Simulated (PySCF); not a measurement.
## Solvent effects on NMR parameters

Bonds (- single, = double, # triple, : aromatic): C1-C2, C2-C3, C3-C4, C4-C5, C5-C6, C6-Cl7, C6-C8, C6-C2, C8-C2, C5-C3, C8-C4. C1 carries H9, H10, H11; C3 carries H12; C4 carries H13; C5 carries H14; C8 carries H15. Stereochemistry as in C[C@@]12[C@@H]3[C@H]4[C@@H]3[C@]1(Cl)[C@H]42.

GIAO PBE0/pcSseg-1 in PySCF on one PBE0-D3(BJ)/def2-SVP conformer, non-relativistic, equivalent nuclei averaged. Solvents enter as an IEF-PCM continuum (chloroform with ε = 4.7, acetone with ε = 20.5) around the gas-phase geometry. Shifts are referred to TMS computed in the same medium.

In chloroform, δ in ppm: C6 62.9, C2 45.7, C8 42.9, C5 39.1, C3 31.7, C4 26.3, C1 12.3, H14 2.88, H12 2.37, H13 2.29, H15 2.28, H9/H10/H11 1.26. Dipole moment 2.37 D.

Q: How does each δ change in the more polar medium?

A: 
```csv
atoms,environment,"Δδ, acetone"
C6,three-membered-ring carbon,+0.1
C2,three-membered-ring carbon,+0.4
C8,three-membered-ring carbon,+0.2
C5,three-membered-ring carbon,+0.3
C3,three-membered-ring carbon,+0.3
C4,three-membered-ring carbon,+0.2
C1,methyl carbon,+0.1
H14,hydrogen on a three-membered-ring carbon,+0.05
H12,hydrogen on a three-membered-ring carbon,+0.06
H13,hydrogen on a three-membered-ring carbon,+0.05
H15,hydrogen on a three-membered-ring carbon,+0.06
H9/H10/H11,hydrogen on a methyl carbon,+0.01
```

Changes are relative to chloroform. The dipole moment becomes 2.51 D in acetone.

Q: Which nuclei move most (in ppm), and what does the model miss?

A: C2 (three-membered-ring carbon, +0.4 ppm) in acetone. A continuum only polarises the solute; specific hydrogen bonds, the anisotropy of aromatic solvents and changes of geometry or conformer are outside it.
